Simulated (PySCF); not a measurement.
Electrostatic potential from atomic charges

Species: `C1=C[C@H]2C[C@@H]1c1ccccc12`. Coordinates (PBE0-D3(BJ)/def2-SVP, Å) and charges (e) from the PBE0/pcSseg-1 density (PySCF):

```csv
atom,x,y,z,Mulliken,IAO,Hirshfeld,ESP-fitted
C1,-1.496,-1.076,-0.290,-0.0248,-0.1597,-0.0511,-0.2426
C2,-1.416,-0.222,-1.318,-0.0250,-0.1596,-0.0510,-0.2559
C3,-0.827,1.085,-0.782,-0.2492,-0.1280,-0.0262,+0.1088
C4,-1.466,1.077,0.628,+0.0141,-0.2292,-0.0644,-0.4164
C5,-0.961,-0.352,0.947,-0.2493,-0.1279,-0.0261,+0.1085
C6,0.528,-0.131,0.696,-0.0352,-0.0009,-0.0019,+0.0530
C7,1.669,-0.638,1.290,-0.0691,-0.1631,-0.0576,-0.2027
C8,2.917,-0.233,0.788,-0.0887,-0.1562,-0.0568,-0.1769
C9,2.999,0.655,-0.280,-0.0897,-0.1560,-0.0567,-0.1640
C10,1.838,1.167,-0.882,-0.0683,-0.1632,-0.0576,-0.2180
C11,0.612,0.766,-0.384,-0.0356,-0.0007,-0.0020,+0.0710
H12,-1.793,-2.125,-0.317,+0.0929,+0.1527,+0.0512,+0.1617
H13,-1.633,-0.421,-2.368,+0.0929,+0.1527,+0.0512,+0.1650
H14,-0.966,1.976,-1.406,+0.0849,+0.1392,+0.0446,+0.0714
H15,-1.046,1.844,1.298,+0.1261,+0.1349,+0.0360,+0.1225
H16,-2.563,1.146,0.600,+0.1108,+0.1362,+0.0357,+0.1589
H17,-1.224,-0.786,1.920,+0.0849,+0.1391,+0.0445,+0.0711
H18,1.609,-1.333,2.132,+0.0709,+0.1466,+0.0472,+0.1403
H19,3.833,-0.618,1.243,+0.0931,+0.1482,+0.0469,+0.1515
H20,3.980,0.960,-0.655,+0.0931,+0.1481,+0.0467,+0.1495
H21,1.909,1.867,-1.719,+0.0709,+0.1467,+0.0474,+0.1435
```

Points outside the species (Å): A (0.9, -5.5, 2.8); B (-8.4, -4.7, -0.9); C (4.3, 4.1, -2.6); D (2.1, -6.6, 6.8).

Q: Find the potential V = 14.3996 V·Å × Σ q/r of each set of charges at these points.

A: In volts:

| point | nearest atom | distance (Å) | Mulliken | IAO | Hirshfeld | ESP-fitted |
| --- | --- | --- | --- | --- | --- | --- |
| A | H18 | 4.28 | -0.058 | 0.000 | +0.002 | +0.021 |
| B | H12 | 7.11 | +0.034 | +0.013 | +0.016 | +0.009 |
| C | H21 | 3.39 | -0.031 | +0.042 | -0.007 | +0.035 |
| D | H18 | 7.05 | -0.018 | +0.009 | +0.001 | +0.013 |

Q: How far are the other sets from the ESP-fitted one at these points?

A: Root-mean-square difference: IAO 0.011 V, Hirshfeld 0.024 V, Mulliken 0.055 V. The ESP scheme fits charges at the nuclei, held to the total charge, to the electrostatic potential on points at 1.4 to 2.0 times the van der Waals radii.

Q: What energy would a point charge of -2 e have at C in the field of the ESP charges, leaving out polarisation?

A: -0.071 eV = -6.8 kJ/mol, an attraction.

Geometry: PBE0-D3(BJ)/def2-SVP; no solvent, vibrations or thermal averaging.
